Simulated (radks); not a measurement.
Values are calculated unless marked as measured or tabulated.
Species: Nd59+. Configuration: 2s1 (not the ground configuration).

Code: a radial shooting solver on a logarithmic mesh with Libxc functionals. Model: scalar-relativistic Kohn-Sham, TASK exchange with Perdew-Wang LDA correlation, spin-polarised, spherical densities, finite nucleus; open shells are filled with parallel spins first (spin-orbit coupling, left out, can overturn this in heavy ions); meta-GGA in the generalised Kohn-Sham scheme; Fermi nuclear charge, rms radius 4.9123 fm.

Energy parts (hartree):
total: -480.3779
kinetic: 520.6216
electron-nucleus: -1000.6443
Hartree: 4.8448
exchange-correlation: -5.1999

Orbitals (lengths in bohr, moments of r in powers of bohr):
| orbital | occ. | eigenvalue (hartree) | <1/r> |
|---|---|---|---|
| 2s up | 1 | -477.2917 | 16.68 |

The highest occupied level is 2s up at -12987.8 eV. Summed over all electrons, <r^2> = 0.01021 bohr^2, which gives a Langevin (diamagnetic) susceptibility term of -0.00809 x 10^-6 cm^3/mol. Spin moment in Bohr magnetons: 1. The density falls to 0.001 e/bohr^3 at r = 0.33 bohr. The electron density at the nucleus is 2.983e+04 e/bohr^3 (large components only). The spin density at the nucleus is 29828 e/bohr^3 (2s 29828).
